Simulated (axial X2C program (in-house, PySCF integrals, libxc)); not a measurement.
# Curves of SeCl by EOM-IP-CCSD

Calculated with an axial X2C code built on PySCF integrals: two-component X2C with atomic mean-field Coulomb and Gaunt terms, Gaussian nuclei, basis Se dyall-acv3z, Cl dyall-av3z with contracted cores.

Energies in eV from the lowest point of the lowest state; states are followed by energy order within each Ω. Reference: SeCl⁻, 14 electrons correlated in 92 virtual spinors with an MP2 remainder; levels at this size can be off by some tenths of an eV. Masses 79.917 and 34.969 u.

| R (Å) | (1)Ω=3/2 | (1)Ω=1/2 | (2)Ω=3/2 | (2)Ω=1/2 | (3)Ω=1/2 |
| --- | --- | --- | --- | --- | --- |
| 2.077 | 0.0260 | 0.2433 | 4.6576 | 4.7462 | 5.2517 |
| 2.168 | 0.0000 | 0.2201 | 4.2036 | 4.2898 | 4.8906 |
| 2.258 | 0.1080 | 0.3306 | 3.9190 | 4.0034 | 4.6411 |
| 2.360 | 0.3346 | 0.5595 | 3.7365 | 3.8192 | 4.4473 |
| 2.461 | 0.6312 | 0.8574 | 3.6480 | 3.7293 | 4.3124 |
| 2.597 | 1.0874 | 1.3120 | 3.6086 | 3.6872 | 4.1849 |

(1) Fit the curves (1)Ω=3/2, (1)Ω=1/2 near their minima.

For SeCl⁻ at CCSD, and between the minima:

Re = 2.275 Å, ωe = 347.3 cm⁻¹; removing the electron costs 2.430 eV without zero-point terms.

No minimum in range: (2)Ω=3/2, (2)Ω=1/2, (3)Ω=1/2; the order of states may turn beyond it. T1 of the reference reaches 0.015 (Lee–Taylor). Curves followed by order can swap character. Number of frozen shells: Se 3 s, 2 p, 1 d; Cl 2 s, 1 p. Roots with under 60 % one-particle weight at any point are counted in the labels but not shown, and the list ends where the roots sought for some Ω run out; states that need a further excitation are missing and may lie low or lowest. Curves with a minimum but no constants failed the fit check.

## Answers

(1) At EOM-IP-CCSD from SeCl⁻ (the fit fixes ωe to about one per cent; ωe of higher roots by this method can be off by ten per cent):

```tsv
state	Te (cm⁻¹)	Re (Å)	ωe (cm⁻¹)
(1)Ω=3/2	0	2.136	456.8
(1)Ω=1/2	1770	2.134	457.5
```
